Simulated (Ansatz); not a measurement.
Computed with Ansatz on PBE0-D4/def2-TZVP structures; ΔE is electronic, products minus reactants. CCSD(T)/CBS is the MP2 limit (def2-TZVPP, def2-QZVPP) plus CCSD(T) − MP2 in def2-TZVPP, frozen cores. This one scheme is used for every species. Functionals use def2-TZVPP. Each species was taken in one conformer, which may not be the lowest.

Consider the cleavage of the B–Al bond: `O[BH][AlH2]` + `N#CO` → `N#COBO` + `[AlH3]`.

```json
{"level": "r2SCAN-D4", "ΔE (kJ/mol)": "-169.0", "difference from CCSD(T)/CBS": "-2.8"}
{"level": "B97M-V", "ΔE (kJ/mol)": "-183.4", "difference from CCSD(T)/CBS": "-17.2"}
{"level": "r2SCANh-D4", "ΔE (kJ/mol)": "-169.9", "difference from CCSD(T)/CBS": "-3.7"}
{"level": "PBE", "ΔE (kJ/mol)": "-151.5", "difference from CCSD(T)/CBS": "14.7"}
{"level": "BLYP", "ΔE (kJ/mol)": "-162.8", "difference from CCSD(T)/CBS": "3.4"}
{"level": "PBE0", "ΔE (kJ/mol)": "-157.9", "difference from CCSD(T)/CBS": "8.3"}
{"level": "CCSD/def2-SVP", "ΔE (kJ/mol)": "-178.1", "difference from CCSD(T)/CBS": "-11.9"}
{"level": "CCSD(T)/def2-TZVPP", "ΔE (kJ/mol)": "-167.2", "difference from CCSD(T)/CBS": "-1.0"}
{"level": "SCS-MP2/def2-QZVPP", "ΔE (kJ/mol)": "-174.2", "difference from CCSD(T)/CBS": "-8.0"}
{"level": "MP2/CBS(def2)", "ΔE (kJ/mol)": "-173.9", "difference from CCSD(T)/CBS": "-7.7"}
{"level": "CCSD(T)/CBS", "ΔE (kJ/mol)": "-166.2", "difference from CCSD(T)/CBS": "0"}
```

Largest T1 diagnostic among the species: 0.015.

From BLYP to BHLYP (50 % exact exchange), in def2-TZVPP and without D4, ΔE moves by −14.4 kJ/mol. At CCSD(T), def2-SVP lies −11.7 kJ/mol from the extrapolated value and def2-TZVPP −1.0 kJ/mol.
